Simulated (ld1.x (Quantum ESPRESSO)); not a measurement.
## Plane-wave convergence, ultrasoft potential for In

indium, ultrasoft, made with ld1.x (Quantum ESPRESSO) 7.5 (PBE, scalar-relativistic). Core [Kr], reference 4d10 5s2 5p1. Waves: 5s (bound): rcut 1.80, rcutus 2.40 bohr; 5s channel at 2.15 Ry: rcut 1.80, rcutus 2.40 bohr; 5p (bound): rcut 2.75, rcutus 3.05 bohr; 5p channel at 1 Ry: rcut 2.75, rcutus 3.05 bohr; 4d (bound): rcut 1.00, rcutus 1.25 bohr; 4d channel at -0.35 Ry: rcut 1.00, rcutus 1.25 bohr. Local part: all-electron potential smoothed inside 2.80 bohr (lloc = -2). Core correction: Bessel-smoothed model core inside 0.65 bohr. Augmentation charge: PSQ, inside the norm-conserving radii.

The pseudo-atom Hamiltonian at the reference potential is diagonalised in spherical Bessel functions j_l(qr) that vanish at 20 bohr, with q² up to the cutoff. All-electron valence levels (Ry): 5s -0.6035, 5p -0.1851, 4d -1.3688.

How do the lowest levels (Ry) of each channel move with the cutoff, and are there ghosts?

```
cutoff (Ry)     s #1     p #1     d #1    f #1  Σ f·Δε (mRy)
          8  -0.6034  -0.1851   0.0223  0.0989       13911.8
         15  -0.6035  -0.1851  -0.1114  0.0989       12575.0
         25  -0.6035  -0.1851  -0.6178  0.0989        7510.6
         40  -0.6035  -0.1851  -1.2433  0.0989        1255.9
         60  -0.6035  -0.1851  -1.3649  0.0989          39.9
         90  -0.6035  -0.1851  -1.3681  0.0989           7.6
        120  -0.6035  -0.1851  -1.3688  0.0989           1.1
        180  -0.6035  -0.1851  -1.3688  0.0989           0.2
        400  -0.6035  -0.1851  -1.3689  0.0989           0.0
```

Result: no extra level below or beside the all-electron valence levels (s, p, d, f tested); 10 mRy is reached at 90 Ry and 1 mRy at 140 Ry.
